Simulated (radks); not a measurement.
Effect of the nuclear size on the rhenium ion Re+, [Xe] 4f14 5d5 6s1. Method: Dirac Kohn-Sham, PBE, spin-unpolarised, spherical densities, finite nucleus; open shells are shared between the two j in proportion to 2j + 1; Fermi nuclear charge, rms radius 5.3698 fm; computed with a radial shooting solver on a logarithmic mesh with Libxc functionals. The rms radius is varied about that value; shifts are against it.

\begin{tabular}{lrrrrrrrrr}
rms radius (fm) & total energy shift (eV) & density at nucleus (e/bohr^3) & 1s1/2 shift (meV) & 2s1/2 shift (meV) & 5s1/2 shift (meV) & 5p1/2 shift (meV) & 6s1/2 shift (meV) & 5d5/2 shift (meV) & 6p1/2 (empty) shift (meV) \\ \hline
4.7523 & -14.1 & 1.616e+06 & -5710 & -812 & -7.85 & 0.203 & -0.806 & 0.285 & 0.080 \\
4.908 & -10.7 & 1.597e+06 & -4310 & -613 & -5.93 & 0.153 & -0.609 & 0.215 & 0.061 \\
5.3698 & 0 & 1.547e+06 & 0.000 & 0.000 & 0.000 & 0.000 & 0.000 & 0.000 & 0.000 \\
5.8155 & 10.9 & 1.503e+06 & 4400 & 625 & 6.04 & -0.156 & 0.620 & -0.219 & -0.062 \\
6.1538 & 19.5 & 1.473e+06 & 7880 & 1120 & 10.8 & -0.279 & 1.11 & -0.393 & -0.111 \\
\end{tabular}

Slopes of the eigenvalues against <r^2> in GHz/fm^2, as finite differences over the two radii next to the reference (eigenvalue slopes, not the field-shift constants of lines): 1s1/2 216000, 2s1/2 30800, 5s1/2 298, 5p1/2 -7.68, 6s1/2 30.5, 5d5/2 -10.8, 6p1/2 (empty) -3.05.
